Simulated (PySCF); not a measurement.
Species: C6H12BNO2.
Z-matrix (Å and degrees, PBE0-D3(BJ)/def2-SVP geometry), rows numbered from 1:
```
N 
C   1  1.4490
C   2  1.5026  1  110.43
C   3  1.5483  2  127.17  1   -61.15
C   4  1.5557  3   75.18  2   179.78
B   5  1.5784  4  128.97  3  -178.31
O   6  1.3598  5  122.06  4    21.59
O   6  1.3601  5  121.63  4  -159.67
C   3  1.5424  2  127.55  1   178.57
C   3  1.5419  2  127.06  1    58.25
H   1  1.0184  2  110.01  3    65.87
H   1  1.0171  2  110.76  3  -176.92
H   2  1.1127  1  114.97  3  -122.79
H   2  1.1036  1  108.66  3   118.40
H   4  1.1037  3  116.30  2    67.14
H   4  1.1030  3  116.72  2   -67.64
H   7  0.9608  6  111.52  5    -1.79
H   8  0.9608  6  111.72  5     1.81
H   9  1.1024  3  117.03  2    67.36
H   9  1.1038  3  116.16  2   -67.19
H  10  1.1025  3  116.49  2    67.96
H  10  1.1005  3  116.63  2   -66.80
```

Definitions: NICS(0) = −σiso at the ring centroid; NICS(1) = −σiso and NICS(1)zz = −σzz at ±1 Å along the ring normal z. Level: GIAO CAM-B3LYP/pcSseg-1 (PySCF, non-relativistic, gas phase) on the PBE0-D3(BJ)/def2-SVP geometry, one conformer.

Ring bond lengths (Å): C3–C4 1.548, C4–C5 1.556, C5–C9 1.558, C9–C3 1.542; C3–C4 1.548, C4–C5 1.556, C5–C10 1.562, C10–C3 1.542.

What do the NICS probes read (ppm)?

| ring | type | NICS(0) | NICS(1), two faces | NICS(1)zz, two faces | rms pucker (Å) | centre to ring atoms, mean (Å) |
| --- | --- | --- | --- | --- | --- | --- |
| C3–C4–C5–C9 | 4-membered carbocycle; formal bonds all single | -10.9 | -4.6 / -29.8 | -2.9 / -20.4 | 0.31 | 1.05 |
| C3–C4–C5–C10 | 4-membered carbocycle; formal bonds all single | -11.3 | -30.2 / -4.9 | -21.9 / -2.6 | 0.31 | 1.05 |

What do they say, and how far can they be read as aromaticity?

- C3–C4–C5–C9: mean NICS(1)zz -11.7 ppm, shielded. C3, C4, C5, C9 have four or more neighbours; no verdict on aromaticity is drawn. The two faces differ by 17.5 ppm, so no symmetry operation interchanges them. NICS(0) lies 6 ppm above the mean NICS(1).
- C3–C4–C5–C10: mean NICS(1)zz -12.3 ppm, shielded. C3, C4, C5, C10 have four or more neighbours, and the NICS criterion for π rings isn't applied. The two faces differ by 19.3 ppm, so no symmetry operation interchanges them. NICS(0) lies 6 ppm above the mean NICS(1).

At the first NICS(1) probe listed for ring C3–C4–C5–C10, 1 Å off the ring, what do the in-plane components average?

The isotropic value is a third of the trace: (3 × -30.2 − (-21.9))/2 = -34.3 ppm.

List the ring angles.

- C3–C4–C5–C9: C3 87.2°, C4 75.2°, C5 86.4°, C9 75.3°; sum 324.0° against 360° for a flat convex ring.
- C3–C4–C5–C10: C3 87.0°, C4 75.2°, C5 86.1°, C10 75.2°; sum 323.4° against 360° for a flat convex ring.

How shielded are the nuclei of the rings and their hydrogens (means over atoms taken as equivalent)?

```tsv
atoms	environment	σ isotropic (ppm)	principal values of the symmetric part, first atom (ppm)
C3	sp3 carbon at a ring junction	139.3	120.0, 124.9, 173.1
C4 (×3)	four-membered-ring carbon	132.7	123.7, 129.1, 155.4
C5	sp3 carbon bound to boron	156.1	139.1, 153.7, 175.4
H15 (×6)	methylene hydrogen	29.99	26.7, 28.3, 34.9
```

How do the values depend on the level or the medium?

```
                            level  NICS(0), C3–C4–C5–C9  mean NICS(1)zz, C3–C4–C5–C9  NICS(0), C3–C4–C5–C10  mean NICS(1)zz, C3–C4–C5–C10
          CAM-B3LYP/pcSseg-1, gas                 -10.9                        -11.7                  -11.3                         -12.3
               PBE0/pcSseg-1, gas                 -11.2                        -11.5                  -11.5                         -12.1
PBE0/pcSseg-1, IEF-PCM chloroform                 -11.1                        -11.5                  -11.4                         -12.1
     PBE0/pcSseg-1, IEF-PCM water                 -11.0                        -11.6                  -11.4                         -12.0
```

The geometry is the same throughout; the continuum's cavity takes Bondi-type radii × 1.2.

Time: 62 s wall; peak memory 1.3 GiB. Hardware: an Arm Neoverse V2 with one thread, no GPU, shared host. This is the whole shielding run at CAM-B3LYP/pcSseg-1, SCF included.
